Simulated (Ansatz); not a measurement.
Isolated molecules relaxed with PBE0-D4/def2-TZVP in Ansatz; ΔE leaves out vibrations. CBS: MP2 limit from def2 TZ/QZ plus the TZ coupled-cluster correction, frozen cores. DFT in def2-TZVPP. B3LYP here is the variant with VWN-RPA as its local correlation; programs differ in this. For Ge outer-core shells are correlated without core-valence functions, which leaves a few kJ/mol of doubt a bond. Scalar relativity is left out up to krypton.

Reaction (ligand exchange at a Ge–C bond): `C[CH]([SiH3])[GeH3]` + `[SH][GeH3]` → `[GeH3][S][GeH3]` + `CC[SiH3]`

(1) Is it downhill or uphill in electronic energy at CCSD(T)/CBS, and by how much? (An estimate is asked.)

(2) What do these levels give: PBE-D4, r2SCAN-D4, B3LYP-D4, PBE, r2SCAN, B3LYP, MP2/def2-TZVPP, CCSD/def2-TZVPP, MP2/def2-QZVPP, SCS-MP2/def2-QZVPP, HF/CBS(def2), MP2/CBS(def2)? (Best estimate.)

Largest T1 diagnostic among the species: 0.011.

Results:

(1) Computed: Downhill: ΔE = -14.2 kcal/mol.

(2) Computed: PBE-D4 -15.4, r2SCAN-D4 -15.8, B3LYP-D4 -15.7, PBE -15.9, r2SCAN -16.0, B3LYP -16.5, MP2/def2-TZVPP -14.4, CCSD/def2-TZVPP -14.2, MP2/def2-QZVPP -14.5, SCS-MP2/def2-QZVPP -14.8, HF/CBS(def2) -17.9, MP2/CBS(def2) -14.6 kcal/mol.

In def2-TZVPP, CCSD(T) changes the Hartree–Fock value by +3.8 kcal/mol (the triples alone add +0.2 kcal/mol) and MP2 by +3.4 kcal/mol. The D4 term adds +0.8 kcal/mol with B3LYP and +0.5 kcal/mol with PBE0; it sums over pairs of atoms, weighted by their polarisabilities, and B3LYP, whose exchange is more repulsive, gets the larger term.
